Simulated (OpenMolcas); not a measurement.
## 3d ions of charge +2 along the row

| Item | Value |
| --- | --- |
| Program | OpenMolcas 26.06 |
| Method | MS-CASPT2, IPEA 0.25 Eh, imaginary shift 0.1 Eh |
| Basis | ANO-RCC-VTZP |
| Scalar Hamiltonian | DKH2, point nucleus |
| Spin-orbit coupling | RASSI with atomic mean-field integrals over the reference wave functions, term energies averaged over their components |

Active space: the 3d shell; CASPT2 also correlates the outermost closed s and p core shells.

B and C come from two terms' centres of gravity (d2, d8: 3P = 15B, 1G = 12B + 2C; d3, d7: 4P = 15B, 2G = 4B + 3C; d4, d6: 3G = 9B + 4C, 3H = 4B + 4C; d5: 4D = 17B + 5C, 4G = 10B + 5C, above the ground term), where all their levels are at least 80 % pure. ζ = ±2S·A comes from the whole width of the ground multiplet by E(J) = (A/2) J(J+1), where its levels are at least 85 % pure. Energies in cm-1.

```tsv
Ion	Configuration	Lowest level	Weight (%)	B	B measured	C	C measured	ζ	ζ measured
V2+	3d3	4F 3/2	100	791	755	2814	2910	180	167
Cr2+	3d4	5D0	100	740	691	3589	3575	249	230
Mn2+	3d5	6S 5/2	100	808		3968			
Fe2+	3d6	5D4	100	933	917	4081	4040	416	411
Co2+	3d7	4F 9/2	100	991	971	3980	4209	546	533
```

Measured columns use the levels in Sugar and Corliss, J. Phys. Chem. Ref. Data 7, 1191 (1978) (V2+); Sugar and Corliss, J. Phys. Chem. Ref. Data 6, 317 (1977) (Cr2+); Corliss and Sugar, J. Phys. Chem. Ref. Data 11, 135 (1982) (Fe2+); Sugar and Corliss, J. Phys. Chem. Ref. Data 10, 1097 (1981) (Co2+).

The computed B goes from 791 (V2+) to 991 cm-1 (Co2+), a factor of 1.25, though not at every step. It departs from the measured column by +2 to +7 %. The Trees term is left out, which lowers the B read from the levels of every ion, most for d4 to d6. The pair of terms that fixes B changes along the row, so steps between ions also reflect that choice.

The computed ζ goes from 180 (V2+) to 546 cm-1 (Co2+), a factor of 3.03, rising at every step. It departs from the measured column by +1 to +8 %.

Term energies are means over components that CASPT2 splits; among the low terms the widest spread is 1100 cm-1 (3d6 1I, Fe2+). The CASPT2 spread within a term exceeds the gap to the next term for 3d3 2G and 3d3 4P, so the order of their levels is uncertain (figures for V2+; the like holds for Cr2+, Fe2+, Co2+). Blocks of more than 70 roots (2S+1 = 2 even) ran without multistate coupling (holds for Mn2+). Measured partners are found by configuration, term and J. A level has none where our copy of the source lacks it or the pairing is in doubt (some pairs that miss far off the trend of their configuration count as doubtful), and it then counts in no deviation. Only configurations of the active space appear.
